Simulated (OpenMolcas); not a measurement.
## Mg: effect of the level shift or regulariser

| Property | Result |
| --- | --- |
| Program | OpenMolcas |
| Basis | ANO-RCC-VQZP [6s5p3d2f1g] |
| Scalar Hamiltonian | DKH2, point nucleus |
| Active space | 2 electrons in 4 orbitals (3s 3p) |
| State averaging | 2S+1 = 3 even, 3 roots; 2S+1 = 1 even, 1 root; 2S+1 = 3 odd, 3 roots; 2S+1 = 1 odd, 3 roots |
| Spin-orbit coupling | state interaction with AMFI integrals over the reference wave functions, term energies averaged over their components |

Methods on the same reference wave functions:
A. CASSCF
B. SS-CASPT2, IPEA 0.25 Eh, imaginary shift 0.1 Eh (closed shells correlated: 2s 2p)
C. SS-CASPT2, IPEA 0.25 Eh, sigma2 regulariser 0.3 Eh (closed shells correlated: 2s 2p)

Energies in cm⁻¹ above 3s² ¹S₀, the measured ground level; measured values from NIST Handbook of Basic Atomic Spectroscopic Data.

| Level | A | B | C | Measured |
| --- | --- | --- | --- | --- |
| 3s² ¹S₀ | 0.0 | 0.0 | 0.0 | 0.0 |
| 3s 3p ³P°₀ | 21876 | 21897 | 21898 | 21850 |
| 3s 3p ³P°₁ | 21891 | 21913 | 21913 | 21870 |
| 3s 3p ³P°₂ | 21922 | 21944 | 21944 | 21911 |
| 3s 3p ¹P°₁ | 40244 | 37353 | 37355 | 35051 |

Deviations, from unrounded energies. A percentage is the sum of absolute deviations over the sum of measured energies, with the sign that they share, or ± where signs differ.

```csv
Against measurement,Levels,A,B,C
mean absolute deviation (cm-1),4,1300,610,610
other configurations (%),4,+5.2,+2.4,+2.4
```

B, C lie about equally close to measurement and A furthest from it. The largest miss of B in the table is 3s 3p ¹P°₁, by +2300 cm-1. The ranking rests on the paired levels alone, and a cruder setting can come out closer through cancelling errors.

Between B and C no level of the table moves by more than 5 cm-1.

The lowest spin-free term lies below A's lowest term by 0.281 hartree in B, 0.281 hartree in C.

Without dynamic correlation excited terms often stand tens of per cent too high (terms of higher spin than the ground term too low), and those without a measured partner can miss by more than the paired ones (holds for A). Measured partners are found by configuration, term and J. A level has none where our copy of the source lacks it or the pairing is in doubt (some pairs that miss far off the trend of their configuration count as doubtful), and it then counts in no deviation. Only configurations of the active space appear. Levels that lie high or do not pair safely by name in every column are left out.

° marks odd parity.
